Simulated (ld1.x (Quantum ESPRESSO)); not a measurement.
## Ag: excitation energies, all-electron against PAW

```json
{
 "Element": "Ag (Z = 47)",
 "Generator": "ld1.x (Quantum ESPRESSO) 7.5",
 "Type": "PAW",
 "Functional": "PBE",
 "Relativity": "fully relativistic",
 "Frozen core": "[Ar] 3d10 4s2",
 "Valence charge": "17",
 "Reference configuration": "4p6 4d10 5s1 5p0",
 "Partial waves": "5s (bound): rcut 1.95, rcutus 2.65 bohr; 5s channel at 0.05 Ry: rcut 1.95, rcutus 2.65 bohr; 4p (bound): rcut 1.90, rcutus 2.20 bohr; 5p (bound, empty): rcut 1.90, rcutus 2.20 bohr; 4d (bound): rcut 1.85, rcutus 2.20 bohr; 4d channel at 2.9 Ry: rcut 1.85, rcutus 2.20 bohr",
 "Local potential": "all-electron potential smoothed inside 2.65 bohr (lloc = -2)",
 "Core correction": "Bessel-smoothed model core, default radius (core density twice the valence density)",
 "Augmentation charge": "PSQ, inside the norm-conserving radii"
}
```

Open shells are filled in proportion to 2j + 1 (rel_dist='average').

Energies are relative to the spin-unpolarised reference configuration 4p6 4d10 5s1 5p0; without spin polarisation the order of configurations can differ from experiment. Not all tests gave a result: 1 of 7 tests not solved or not reliable. Left out of the table: 4p6 4d9 5s1 5p1 (solver errors, printed error -2.5 eV).

```csv
valence configuration,charge,ΔE all-electron (eV),error AE − PS (meV)
4p6 4d10 5s0 5p0,+1,7.759,-2.0
4p6 4d8 5s0 5p0,+3,66.065,-38
4p6 4d7 5s0 5p0,+4,117.775,-147
4p5 4d10 5s1 5p0,+1,65.370,-21
```

(1) What are ΔE and the potential's error for 4p6 4d9 5s2 5p0?

(2) What are ΔE and the potential's error for 4p6 4d9 5s0 5p0?

Levels in the configuration 4p5 4d10 5s1 5p0:

```json
{"level": "4p j=1/2", "all-electron (eV)": "-75.984", "pseudo (eV)": "-76.034"}
{"level": "4p j=3/2", "all-electron (eV)": "-70.795", "pseudo (eV)": "-70.838"}
{"level": "4d j=3/2", "all-electron (eV)": "-20.482", "pseudo (eV)": "-20.499"}
{"level": "4d j=5/2", "all-electron (eV)": "-19.858", "pseudo (eV)": "-19.874"}
{"level": "5s j=1/2", "all-electron (eV)": "-12.877", "pseudo (eV)": "-12.877"}
```

The ghost test of this file was not conclusive.

Results:

(1) ΔE = 4.078 eV all-electron; the error (AE − PS) is -3.9 meV.

(2) ΔE = 29.874 eV all-electron; the error (AE − PS) is -6.9 meV.

These tests converged, but a pseudo level misses the all-electron one widely, so the file describes the atom poorly there or has found another state: 4p6 4d9 5s0 5p0: empty 5p by 8.6 eV; 4p6 4d8 5s0 5p0: empty 5p by 13.0 eV; 4p6 4d7 5s0 5p0: empty 5p by 15.6 eV.
